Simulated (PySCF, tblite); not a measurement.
Isomers of C5H13NSi. All values are computed: GFN2-xTB (tblite) harmonic vibrations without scaling, gas phase. Against measured fundamentals such values can be off by several per cent, at times by over 20. Modes of hydrogen on silicon can be 10 to 20 % off. One conformer each.

Electronic energies: PBE0/pcSseg-1 single points on the GFN2-xTB geometries (PySCF, gas phase).

```tsv
SMILES	electronic energy, lowest = 0 (kJ/mol)
C[SiH2]N1CCCC1	0.0
C/C=C(/[SiH3])N(C)C	173.2
CC[C@H]1C[Si@@H](N)C1	7.6
C/C=C\[Si@@H](C)NC	27.6
CC1([SiH2]N)CCC1	52.2
```

Problem. How do GFN2-xTB zero-point energies change the relative energies?

Solution. 
```tsv
SMILES	ZPE (kJ/mol)	of it from modes above 1550 cm⁻¹	electronic (kJ/mol)	with ZPE, lowest = 0 (kJ/mol)	lowest mode (cm⁻¹)	rings
C[SiH2]N1CCCC1	446.0	222.0	0.0	0.0	25	1
CC[C@H]1C[Si@@H](N)C1	450.5	234.0	7.6	12.1	48	1
C/C=C\[Si@@H](C)NC	441.0	241.4	27.6	22.7	40	0
CC1([SiH2]N)CCC1	444.4	229.4	52.2	50.7	47	1
C/C=C(/[SiH3])N(C)C	430.4	228.5	173.2	157.6	58	0
```

The zero-point energies span 20.1 kJ/mol, from `C/C=C(/[SiH3])N(C)C` to `CC[C@H]1C[Si@@H](N)C1`. The order is unchanged.

Problem. And how do the electronic energies of GFN2-xTB itself compare?

Solution. `C[SiH2]N1CCCC1` 0.0; `CC[C@H]1C[Si@@H](N)C1` 101.8; `C/C=C\[Si@@H](C)NC` 150.6; `CC1([SiH2]N)CCC1` 73.3; `C/C=C(/[SiH3])N(C)C` 164.1 kJ/mol, lowest = 0. Against the energies above, taken from the same isomer `C[SiH2]N1CCCC1`, the largest difference is 123.0 kJ/mol.

Problem. What do entropy and thermal enthalpy add at 298.15 K and 1 bar (rigid rotor, harmonic oscillator, one conformer each)?

Solution. 
```tsv
SMILES	point group	symmetry number	S (J/(mol K))	H − H(0) (kJ/mol)	ZPE + H − H(0) − TS (kJ/mol)
C[SiH2]N1CCCC1	C1	1	401.5	26.89	353.2
CC[C@H]1C[Si@@H](N)C1	C1	1	395.7	27.59	360.1
C/C=C\[Si@@H](C)NC	C1	1	432.3	31.87	344.0
CC1([SiH2]N)CCC1	C1	1	392.7	27.50	354.8
C/C=C(/[SiH3])N(C)C	C1	1	408.5	30.04	338.6
```
